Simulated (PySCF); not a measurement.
From a computed spectrum to the compound

A species of 28 atoms with charge 3 has these harmonic modes (BP86, small Gaussian bases with core potentials, PySCF 2.14.0):

```json
{"cm⁻¹": "55", "km/mol": "0.0"}
{"cm⁻¹": "55", "km/mol": "0.0"}
{"cm⁻¹": "95", "km/mol": "12.2"}
{"cm⁻¹": "95", "km/mol": "12.2"}
{"cm⁻¹": "106", "km/mol": "0.0"}
{"cm⁻¹": "112", "km/mol": "12.0"}
{"cm⁻¹": "116", "km/mol": "0.1"}
{"cm⁻¹": "116", "km/mol": "0.1"}
{"cm⁻¹": "127", "km/mol": "0.0"}
{"cm⁻¹": "133", "km/mol": "0.1"}
{"cm⁻¹": "133", "km/mol": "0.1"}
{"cm⁻¹": "141", "km/mol": "19.3"}
{"cm⁻¹": "142", "km/mol": "0.8"}
{"cm⁻¹": "142", "km/mol": "0.8"}
{"cm⁻¹": "154", "km/mol": "10.0"}
{"cm⁻¹": "203", "km/mol": "0.0"}
{"cm⁻¹": "204", "km/mol": "0.0"}
{"cm⁻¹": "204", "km/mol": "0.0"}
{"cm⁻¹": "233", "km/mol": "0.9"}
{"cm⁻¹": "233", "km/mol": "0.9"}
{"cm⁻¹": "255", "km/mol": "9.8"}
{"cm⁻¹": "255", "km/mol": "9.8"}
{"cm⁻¹": "270", "km/mol": "1.5"}
{"cm⁻¹": "271", "km/mol": "0.0"}
{"cm⁻¹": "277", "km/mol": "9.3"}
{"cm⁻¹": "277", "km/mol": "9.3"}
{"cm⁻¹": "302", "km/mol": "4.7"}
{"cm⁻¹": "302", "km/mol": "4.7"}
{"cm⁻¹": "308", "km/mol": "0.0"}
{"cm⁻¹": "322", "km/mol": "21.8"}
{"cm⁻¹": "349", "km/mol": "0.2"}
{"cm⁻¹": "365", "km/mol": "7.2"}
{"cm⁻¹": "365", "km/mol": "7.2"}
{"cm⁻¹": "379", "km/mol": "39.5"}
{"cm⁻¹": "379", "km/mol": "39.5"}
{"cm⁻¹": "410", "km/mol": "0.0"}
{"cm⁻¹": "423", "km/mol": "146.8"}
{"cm⁻¹": "423", "km/mol": "146.8"}
{"cm⁻¹": "447", "km/mol": "19.2"}
{"cm⁻¹": "447", "km/mol": "19.2"}
{"cm⁻¹": "492", "km/mol": "166.3"}
{"cm⁻¹": "499", "km/mol": "0.0"}
{"cm⁻¹": "499", "km/mol": "809.6"}
{"cm⁻¹": "499", "km/mol": "809.6"}
{"cm⁻¹": "529", "km/mol": "278.9"}
{"cm⁻¹": "546", "km/mol": "9.5"}
{"cm⁻¹": "546", "km/mol": "9.5"}
{"cm⁻¹": "548", "km/mol": "501.4"}
{"cm⁻¹": "564", "km/mol": "0.0"}
{"cm⁻¹": "564", "km/mol": "0.1"}
{"cm⁻¹": "564", "km/mol": "0.1"}
{"cm⁻¹": "1580", "km/mol": "0.0"}
{"cm⁻¹": "1583", "km/mol": "16.4"}
{"cm⁻¹": "1583", "km/mol": "16.4"}
{"cm⁻¹": "1583", "km/mol": "316.4"}
{"cm⁻¹": "1586", "km/mol": "267.1"}
{"cm⁻¹": "1586", "km/mol": "267.1"}
{"cm⁻¹": "1588", "km/mol": "0.1"}
{"cm⁻¹": "1588", "km/mol": "0.1"}
{"cm⁻¹": "1594", "km/mol": "0.0"}
{"cm⁻¹": "3633", "km/mol": "0.0"}
{"cm⁻¹": "3633", "km/mol": "2.5"}
{"cm⁻¹": "3633", "km/mol": "2.5"}
{"cm⁻¹": "3633", "km/mol": "71.8"}
{"cm⁻¹": "3633", "km/mol": "71.8"}
{"cm⁻¹": "3634", "km/mol": "332.0"}
{"cm⁻¹": "3634", "km/mol": "332.0"}
{"cm⁻¹": "3635", "km/mol": "480.4"}
{"cm⁻¹": "3644", "km/mol": "0.0"}
{"cm⁻¹": "3708", "km/mol": "19.1"}
{"cm⁻¹": "3710", "km/mol": "0.5"}
{"cm⁻¹": "3710", "km/mol": "0.5"}
{"cm⁻¹": "3710", "km/mol": "549.4"}
{"cm⁻¹": "3710", "km/mol": "549.4"}
{"cm⁻¹": "3710", "km/mol": "0.0"}
{"cm⁻¹": "3711", "km/mol": "5.4"}
{"cm⁻¹": "3711", "km/mol": "5.4"}
{"cm⁻¹": "3712", "km/mol": "483.3"}
```

Q: Which species is it, and in which structure?

A: [Er(H2O)9]3+ (singlet in the valence; each metal's 4f electrons, 11 of them, lie in its core potential, out of spins and levels):
```xyz
28

Er    0.0000    0.0000    0.0000
O     1.7192    0.0053    1.7274
H     1.7834   -0.5207    2.5536
H     2.4615    0.6461    1.7676
O    -0.8642    1.4863    1.7274
H    -0.4408    1.8048    2.5536
H    -1.7904    1.8087    1.7676
O    -0.8550   -1.4916    1.7274
H    -1.3426   -1.2841    2.5536
H    -0.6712   -2.4548    1.7676
O     1.7192   -0.0054   -1.7274
H     2.4615   -0.6462   -1.7676
H     1.7834    0.5206   -2.5536
O    -0.8550    1.4916   -1.7274
H    -0.6711    2.4549   -1.7676
H    -1.3426    1.2841   -2.5536
O    -0.8643   -1.4862   -1.7274
H    -1.7904   -1.8087   -1.7676
H    -0.4408   -1.8048   -2.5536
O     1.2426    2.1522    0.0000
H     1.0357    2.9590    0.5191
H     2.0448    2.3764   -0.5191
O    -2.4852    0.0000    0.0000
H    -3.0804   -0.5826    0.5191
H    -3.0804    0.5826   -0.5191
O     1.2426   -2.1522    0.0000
H     2.0447   -2.3764    0.5191
H     1.0356   -2.9590   -0.5191
```
Ideal gas at 298.15 K and 1 bar: S = 680.6 J/(mol K), Cp = 381.9 J/(mol K), H − H(0 K) = 70.6 kJ/mol (rigid rotor, harmonic modes, spin degeneracy alone, that of the 4f electrons in the core included; the modes under 60 cm⁻¹ make these uncertain). The run didn't use the full symmetry, so degenerate modes split by noise. An lcecp potential fixes the number of 4f electrons, so in runs with it no electron can move into or out of that shell.
 The answer isn't unique; the calculation gave this one.
